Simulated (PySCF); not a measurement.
**Shapes and spin states of IrOI₂**

Level of theory: PBE0 in PySCF with Ir def2-SVP with ECP60, O def2-SVP, I def2-SVP with ECP28; scalar-relativistic core potentials, no spin–orbit coupling; density-fitted integrals.

Relaxations began from a few typed shapes and spin states; open shells are unrestricted. The search is not exhaustive: other isomers or separated fragments can lie lower, and high-lying points may rest on an excited occupation.

**Question.** Which is the lowest minimum found?
A. quartet C2v: Ir–I 2.551 Å (×2), Ir–O 1.725 Å; I–Ir–I 152.5°, I–Ir–O 103.8° (×2)
B. sextet C2v: Ir–I 2.557 Å (×2), Ir–O 1.940 Å; I–Ir–I 158.2°, I–Ir–O 100.9° (×2)
C. doublet C2v: Ir–I 2.522 Å (×2), Ir–O 1.673 Å; I–Ir–I 118.8°, I–Ir–O 120.6° (×2)
D. quartet C2v: Ir–I 2.552 Å (×2), Ir–O 1.725 Å; I–Ir–I 152.8°, I–Ir–O 103.6° (×2)
E. sextet Cs: Ir–I 2.621 Å (×2), Ir–O 1.810 Å; I–Ir–I 110.2°, I–Ir–O 116.0° (×2)
F. broken-symmetry Ms = 1/2 (⟨S²⟩ 1.76) C2v: Ir–I 2.552 Å (×2), Ir–O 1.725 Å; I–Ir–I 154.2°, I–Ir–O 102.9° (×2)

**Answer.** C. The others lie at 47.8 (quartet C2v), 48.0 (quartet C2v), 77.9 (broken-symmetry Ms = 1/2 C2v), 207.7 (sextet Cs), 249.7 (sextet C2v) kJ/mol above it.

Formally Ir is in oxidation state +4, d5, with 1 unpaired electron (the high-spin count would be 5). The Mulliken spin on Ir is 0.58. The polar-tensor charge on Ir, 0.94, is far below the formal one.

For the lowest minimum: other spin states or occupations of the open shell can lie lower. No spin–orbit coupling is included, which matters more the heavier the element.
